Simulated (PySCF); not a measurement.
CH₆AlClSi, SMILES [SiH3][Al]([Cl])[CH3].

The structure is a stationary point at PBE0-D3(BJ)/def2-SVP. The structure was generated by enumeration; whether it is a known compound was not checked.

Calculation: TDA-PBE/def2-SVPD (PySCF).

Vertical excitations. 

Estimate the UV-visible absorptions. (Estimate from the structure and the level; the computed values follow.)


| state | energy (eV) | λ (nm) | f | main pairs |
|---|---|---|---|---|
| S1 | 4.33 | 286 | 0.009 | HOMO→LUMO 97 % |
| S2 | 5.61 | 221 | 0.004 | HOMO−1→LUMO 79 %, HOMO−3→LUMO 19 % |
| S3 | 5.68 | 218 | 0.168 | HOMO→LUMO+1 92 % |
| S4 | 5.81 | 213 | 0.008 | HOMO−3→LUMO 79 %, HOMO−1→LUMO 16 % |
| S5 | 5.91 | 210 | 0.034 | HOMO−2→LUMO 85 % |
| S6 | 6.09 | 204 | 0.046 | HOMO→LUMO+2 79 % |
| S7 | 6.23 | 199 | 0.009 | HOMO−5→LUMO 94 % |
| S8 | 6.38 | 194 | 0.028 | HOMO−4→LUMO 81 % |
| S9 | 6.83 | 181 | 0.006 | HOMO−1→LUMO+1 81 % |
| S10 | 6.89 | 180 | 0.015 | HOMO−2→LUMO+1 61 %, HOMO→LUMO+5 19 %, HOMO→LUMO+3 13 % |
| T1 | 3.76 | 330 | 0 | HOMO→LUMO 98 % |
| T2 | 5.14 | 241 | 0 | HOMO→LUMO+1 97 % |
| T3 | 5.25 | 236 | 0 | HOMO−1→LUMO 76 %, HOMO−3→LUMO 20 % |
| T4 | 5.36 | 231 | 0 | HOMO−2→LUMO 71 %, HOMO→LUMO+2 27 % |
Triplets are in the Tamm–Dancoff approximation.
